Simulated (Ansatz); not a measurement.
Consider the formal exchange of groups at the Se–Se bond: `[SeH][SeH]` + `[Cl][SnH2][Cl]` → `[Cl][SnH]([Cl])[SeH]` + H₂Se.

Calculated with Ansatz (gas phase, PBE0-D4/def2-TZVP geometries, no zero-point term in ΔE). CCSD(T)/CBS adds triple-zeta CCSD(T) − MP2 to the extrapolated MP2 energy (def2 sets, frozen cores). DFT in def2-TZVPP. B3LYP here is the variant with VWN-RPA as its local correlation; programs differ in this. def2 core potentials past Kr. For Se, Sn outer-core shells are correlated without core-valence functions, which leaves a few kJ/mol of doubt a bond. Scalar relativity is left out up to krypton. One conformer a species, not always the lowest.

| species | B3LYP-D4 energy (Eh) |
| --- | --- |
| `[SeH][SeH]` | -4804.39748 |
| `[Cl][SnH2][Cl]` | -1136.11912 |
| `[Cl][SnH]([Cl])[SeH]` | -3537.75387 |
| H₂Se | -2402.79134 |

Problem. Work out ΔE.

Solution. ΔE = (-3537.75387) + (-2402.79134) − (-4804.39748) − (-1136.11912) = -0.02861 Eh = -18.0 kcal/mol. CCSD(T)/CBS gives -20.5 kcal/mol.

Largest T1 diagnostic among the species: 0.011.

The D4 term adds −1.1 kcal/mol with B3LYP and −0.7 kcal/mol with PBE0; it sums over pairs of atoms, weighted by their polarisabilities, and B3LYP, whose exchange is more repulsive, gets the larger term. Leaving LDA and LC-ωPBE aside and taking each functional with its dispersion term where it has one, the values, not all of them listed here, spread over 2.1 kcal/mol, from PBE-QIDH to B97M-V. LDA lies −1.0 kcal/mol from PBE without D4.
